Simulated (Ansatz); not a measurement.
A structure relaxed at PBE-D4/def2-SVP in Ansatz, charge 0, singlet:

```csv
atom,x (Å),y (Å),z (Å)
Ti1,-0.855,-1.022,-0.723
Ti2,1.425,-0.087,-0.505
Ti3,-0.021,-0.279,1.493
Ti4,-0.550,1.387,-0.264
```

Task: Give its formula and point group.

Result: Ti4. Point group Td (tolerance 0.1 Å).

Task: Summarise the bond lengths by kind (pairs closer than 1.2 times the sum of covalent radii, bridged metal pairs left out).

Result: 6 × Ti–Ti 2.47 to 2.48 Å.

The restricted singlet is unstable towards broken spin symmetry at other levels; at PBE-D4/def2-SVP this wasn't settled. At PBE-D4/def2-SVP a quintet of charge 0 lies 1.04 eV below the restricted singlet, each at its own geometry. The structure comes from a short search, and lower isomers may exist.
